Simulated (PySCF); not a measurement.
HBeFO, singlet, geometry from GFN2-xTB (such geometries of metal compounds can be far from the true shape); DF-CAMB3LYP/def2-TZVPD (PySCF).

Here is a job for PySCF.
```python
from pyscf import gto, scf, dft

mol = gto.M(
    atom='''
Be   -0.00000000   -0.00000000   -0.03449687
F    -0.00000000   -0.00000000   -1.42221669
O     0.00000000    0.00000000    1.33302224
H     0.00000000    0.00000000    2.27375975
''',
    basis='def2-tzvpd',
    verbose=4,
    max_memory=1800,
)

mf = dft.RKS(mol)
mf.xc = 'camb3lyp'
mf = mf.density_fit(auxbasis='def2-universal-jkfit')
mf.kernel()
```

Output, abridged:

```
PySCF version 2.14.0

[INPUT] verbose = 4
[INPUT] num. atoms = 4
[INPUT] num. electrons = 22
[INPUT] charge = 0
[INPUT] spin (= nelec alpha-beta = 2S) = 0
[INPUT] symmetry False subgroup None
[INPUT] Mole.unit = angstrom
[INPUT] Symbol           X                Y                Z      unit          X                Y                Z       unit  Magmom
[INPUT]  1 Be     0.000000000000   0.000000000000  -0.034496870000 AA    0.000000000000   0.000000000000  -0.065189636455 Bohr   0.0
[INPUT]  2 F      0.000000000000   0.000000000000  -1.422216690000 AA    0.000000000000   0.000000000000  -2.687600033885 Bohr   0.0
[INPUT]  3 O      0.000000000000   0.000000000000   1.333022240000 AA    0.000000000000   0.000000000000   2.519046951554 Bohr   0.0
[INPUT]  4 H      0.000000000000   0.000000000000   2.273759750000 AA    0.000000000000   0.000000000000   4.296783200560 Bohr   0.0

nuclear repulsion = 46.6447834344965
number of shells = 43
number of NR pGTOs = 152
number of NR cGTOs = 111
basis = def2-tzvpd
ecp = {}

******** <class 'pyscf.df.df_jk.DFRKS'> ********
method = DFRKS
initial guess = minao
damping factor = 0
level_shift factor = 0
DIIS = <class 'pyscf.scf.diis.CDIIS'>
diis_start_cycle = 1
diis_space = 8
diis_damp = 0
SCF conv_tol = 1e-09
SCF conv_tol_grad = None
SCF max_cycles = 50
direct_scf = False
XC library pyscf.dft.libxc version 7.1.2
    S. Lehtola, C. Steigemann, M. J. T. Oliveira, and M. A. L. Marques,  SoftwareX 7, 1–5 (2018)
XC functionals = camb3lyp
    T. Yanai, D. P. Tew, and N. C. Handy,  Chem. Phys. Lett. 393, 51 (2004)
radial grids:
    Treutler-Ahlrichs [JCP 102, 346 (1995); DOI:10.1063/1.469408] (M4) radial grids

becke partition: Becke, JCP 88, 2547 (1988); DOI:10.1063/1.454033
pruning grids: <function nwchem_prune>
grids dens level: 3
symmetrized grids: False
atomic radii adjust function: <function treutler_atomic_radii_adjust>
small_rho_cutoff = 0
Set gradient conv threshold to 3.16228e-05
Initial guess from minao.
tot grids = 51880
******** <class 'pyscf.df.df.DF'> ********
auxbasis = def2-universal-jkfit
Create RSH-DF object <pyscf.df.df.DF object> for omega=0.33
******** <class 'pyscf.df.df.DF'> ********
auxbasis = auxmol.basis = def2-universal-jkfit
init E= -190.622346946505
  HOMO = -0.508509477277078  LUMO = -0.0869269676452689  gap/eV = 11.47184
cycle= 1 E= -190.430270555945  delta_E= 0.192  |g|= 0.95  |ddm|= 2.14
  HOMO = -0.248882087201781  LUMO = 0.010801318195341  gap/eV = 7.06635
cycle= 2 E= -190.305176389876  delta_E= 0.125  |g|= 1.34  |ddm|= 1.03
  HOMO = -0.421354824590916  LUMO = -0.00261729979494151  gap/eV = 11.39443
cycle= 3 E= -190.584923281699  delta_E= -0.28  |g|= 0.0319  |ddm|= 0.562
  HOMO = -0.414512057729204  LUMO = -0.000773784635207169  gap/eV = 11.25839
cycle= 4 E= -190.585186629277  delta_E= -0.000263  |g|= 0.018  |ddm|= 0.0353
  HOMO = -0.41719661476765  LUMO = -0.000830910576958487  gap/eV = 11.32989
cycle= 5 E= -190.585231574252  delta_E= -4.49e-05  |g|= 0.00906  |ddm|= 0.0118
  HOMO = -0.416534224730829  LUMO = -0.000795844434938992  gap/eV = 11.31282
cycle= 6 E= -190.58524378787  delta_E= -1.22e-05  |g|= 0.00191  |ddm|= 0.00579
  HOMO = -0.416905828009953  LUMO = -0.000859613625079951  gap/eV = 11.32119
cycle= 7 E= -190.585244531976  delta_E= -7.44e-07  |g|= 0.000185  |ddm|= 0.00124
  HOMO = -0.416879447655613  LUMO = -0.000856390432793979  gap/eV = 11.32056
cycle= 8 E= -190.585244542027  delta_E= -1.01e-08  |g|= 3.11e-05  |ddm|= 0.000251
  HOMO = -0.416876765157329  LUMO = -0.000857475494553796  gap/eV = 11.32046
cycle= 9 E= -190.585244542375  delta_E= -3.47e-10  |g|= 4.65e-06  |ddm|= 5.23e-05
  HOMO = -0.416878448769172  LUMO = -0.000857643785458151  gap/eV = 11.32050
Extra cycle  E= -190.585244542379  delta_E= -4.43e-12  |g|= 4.27e-06  |ddm|= 6.84e-06
converged SCF energy = -190.585244542379
```
